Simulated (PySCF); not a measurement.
## A ladder for the ionisation energy of Ti

Ti [Ar] 3d2 4s2 (3F) → Ti⁺ [Ar] 3d2 4s1 (4F). Scalar values calculated with PySCF 2.14 in x2c-TZVPPall with one added diffuse shell each of s, p, d, f type (spin-free X2C; valence and next inner shell: [Ne] frozen; valence: [Ar] frozen). The spin-orbit shift comes from two-component X2C-1e calculations (generalised Hartree-Fock, GHF, and MP2 on its spinors, GMP2) in x2c-QZVPPall-2c: GMP2 gives 6.599 eV without and 6.599 eV with screened spin-orbit coupling, a shift of 0.000 eV (GHF: 0.000 eV). Sums use unrounded values; where a UHF row is shifted, it takes the GHF shift.

```
                                method  scalar (eV)
                                   UHF        5.560
    MP2 (valence and next inner shell)        6.570
SCS-MP2 (valence and next inner shell)        6.657
   CCSD (valence and next inner shell)        6.682
CCSD(T) (valence and next inner shell)        6.791
                                   LDA        6.940
                                   PBE        6.706
                                  PBE0        6.583
                                r2SCAN        6.405
                                 wB97X        6.999
                                  TPSS        6.575
                                 B97-3        6.925
                                  MN15        7.010
                         MP2 (valence)        6.359
                     SCS-MP2 (valence)        6.528
                        CCSD (valence)        6.614
                     CCSD(T) (valence)        6.661
```

(1) Form a composite estimate from CCSD(T) (valence and next inner shell) and the spin-orbit shift, and compare it with the reference, 6.828 eV (measured; NIST Atomic Spectra Database, ionization energies).

The errors of the correlated levels include the incompleteness of the basis and the frozen core, so a lower level can come closer by cancellation.

Answers

(1) 6.791 + (0.000) = 6.791 eV, an error of -0.037 eV.
